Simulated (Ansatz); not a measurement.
C$_{2}$H$_{6}$FNSi (`CN1C[SiH]1F`). Total charge 0; spin multiplicity 1. Geometry: relaxed with PBE0-D4/def2-TZVP.

```xyz
11

C     0.096    1.301   -0.898
N     0.206    0.184   -0.019
C    -0.893   -0.419    0.783
Si    0.661   -1.326    0.476
F     1.812   -1.502    1.562
H     1.031    1.433   -1.446
H    -0.104    2.226   -0.345
H    -0.711    1.166   -1.630
H    -1.107    0.073    1.734
H    -1.804   -0.668    0.229
H     0.814   -2.466   -0.447
```

Problem. What is the dipole moment at PBE/def2-TZVPP? (An estimate is asked.)

Solution. Computed: 1.53 D, with components (-0.80, 0.40, -1.24) D in this frame, pointing from negative to positive charge.

Problem. And with r2SCAN, B3LYP, ωB97M-V? (Best estimate.)

Solution. Ansatz gave: r2SCAN 1.52 D, B3LYP 1.55 D, ωB97M-V 1.52 D.

Problem. Give the Mulliken charges with PBE, r2SCAN, B3LYP in def2-TZVPP. (An estimate is asked.)

Solution. Computed: 
```
atom    PBE  r2SCAN  B3LYP
  C1  -0.16   -0.02  -0.14
  N2  -0.21   -0.32  -0.29
  C3  -0.19   -0.17  -0.21
 Si4   0.50    0.65   0.60
  F5  -0.27   -0.32  -0.32
  H6   0.09    0.05   0.09
  H7   0.09    0.05   0.09
  H8   0.08    0.04   0.08
  H9   0.09    0.07   0.10
 H10   0.07    0.06   0.08
 H11  -0.08   -0.09  -0.08
```

B3LYP here is the variant with VWN-RPA as its local correlation; programs differ in this.
